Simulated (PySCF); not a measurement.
Compound: F2H3PSi.
Bonds: F1–P2, P2–F3, P2–Si4. Hydrogens: H5, H6, H7 on Si4.

A GFN2-xTB structure was refined with PySCF, PBE0-D3(BJ)/def2-SVP geometry optimisation, gas phase. Its GFN2-xTB values:

| coordinate | GFN2-xTB |
| --- | --- |
| F1–P2 | 1.633 Å |
| P2–Si4 | 2.259 Å |
| Si4–H5 | 1.457 Å |
| F1–P2–F3 | 93.2° |
| F1–P2–Si4 | 96.1° |
| P2–Si4–H5 | 112.0° |
| P2–Si4–H6 | 106.5° |
| H5–Si4–H6 | 110.4° |
| H6–Si4–H7 | 110.1° |

Q: How do these coordinates change at the PBE0-D3(BJ)/def2-SVP level?

A: 
| coordinate | PBE0-D3(BJ)/def2-SVP (Å or °) | change |
| --- | --- | --- |
| P2–Si4 | 2.306 | +0.047 |
| Si4–H5 | 1.491 | +0.034 |
| F1–P2 | 1.624 | -0.009 |
| F1–P2–F3 | 98.9 | +5.7 |
| P2–Si4–H5 | 108.8 | -3.2 |
| P2–Si4–H6 | 108.0 | +1.5 |
| F1–P2–Si4 | 95.4 | -0.7 |
| H6–Si4–H7 | 109.9 | -0.2 |
| H5–Si4–H6 | 110.7 | +0.3 |

The energy falls by 7.5 kJ/mol over 6 energy and gradient evaluations, the largest force component goes from 0.0158 to 3.5e-04 Eh/bohr, and the atoms move by 0.046 Å rms after alignment. The bond that changes most is P2–Si4 (three-coordinate phosphorus to SiH3 silicon), which lengthens by 0.047 Å. Bonds longer at the end by more than 0.005 Å: 4 of 6; shorter: 1. Rotational constants go from 6605, 3255, 2648 to 6328, 3232, 2551 MHz.

The run used 79 basis functions and 40 SCF cycles in all.

No PBE0-D3(BJ)/def2-SVP frequencies stand behind this structure, so it isn't proved a minimum.
